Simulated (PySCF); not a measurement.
Al(Me)2(OH) cation (C2H7AlO), SMILES [CH3][Al]([CH3])[OH] (connectivity only; charge and spin as stated), charge +1, multiplicity 2. Atoms are numbered in the order given.

```xyz
11

Al     0.0863    -0.1652     0.1799
C     -1.5602    -1.1302    -0.1740
H     -1.5947    -1.4615    -1.2225
H     -2.4338    -0.4998     0.0491
H     -1.5340    -2.0018     0.5025
C     -0.0166     1.5402    -1.1598
H      0.9222     1.3016    -1.6839
H      0.0381     2.2923    -0.3571
H     -0.9431     1.4938    -1.7420
O      1.4562    -0.1539     1.0631
H      2.2352    -0.2057     1.6133
```
Charge +1, spin multiplicity 2.

Geometry optimised at ωB97X-D3(BJ)/def2-SVP. The multiplicity is an assumed one; no other spin state was optimised. The isomer is the one that the SMILES or the coordinates give; other isomers of the formula were not compared. Other conformers were not sampled.

These are PBE/def2-TZVP run with PySCF values and carry that method's errors.

ESP charges are fitted to the potential on shells at 1.4 to 2.0 van der Waals radii. Atomic charges (e):

```
atom  ESP fit  Mulliken  Löwdin  Mulliken spin
----  -------  --------  ------  -------------
Al1      1.08      0.59    0.25           0.10
C2      -0.62     -0.42   -0.33           0.23
H3       0.20      0.20    0.17           0.00
H4       0.20      0.20    0.17           0.00
H5       0.24      0.21    0.18           0.02
C6      -0.49     -0.33   -0.16           0.61
H7       0.24      0.21    0.17           0.00
H8       0.24      0.21    0.17           0.00
H9       0.21      0.20    0.15          -0.01
O10     -0.84     -0.41    0.01           0.06
H11      0.55      0.35    0.21           0.00
```
